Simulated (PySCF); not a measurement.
## Working out the ionisation energy of Br

Br [Ar] 3d10 4s2 4p5 (2P) → Br⁺ [Ar] 3d10 4s2 4p4 (3P). Calculation: PySCF 2.14, in x2c-TZVPPall with one added diffuse shell each of s, p, d type (7s6p5d1f, 57 functions); scalar relativity by spin-free X2C-1e. Frozen: [Ne]. Energies in hartree (1 hartree = 27.21139 eV):

| part | Br (lower) | Br⁺ (upper) |
| --- | --- | --- |
| UHF | -2604.415453 | -2604.021459 |
| MP2 opposite-spin | -0.222286 | -0.198516 |
| MP2 same-spin | -0.100433 | -0.092133 |

Problem. What does Hartree-Fock give?

Solution. (-2604.021459) − (-2604.415453) = 0.393994 hartree = 10.721 eV.

Problem. What do MP2 and SCS-MP2 (6/5 opposite-spin, 1/3 same-spin) give?

Solution. The opposite-spin parts differ by 0.647 eV and the same-spin parts by 0.226 eV. MP2: 10.721 + (0.647) + (0.226) = 11.594 eV. SCS-MP2: 10.721 + 1.2 × (0.647) + (0.226)/3 = 11.573 eV.

Measured between the centres of the two terms (NIST): 11.844 eV, so MP2 (valence and next inner shell) is off by -0.250 eV.

What remains against the reference includes basis incompleteness, the frozen core and correlation beyond second order.
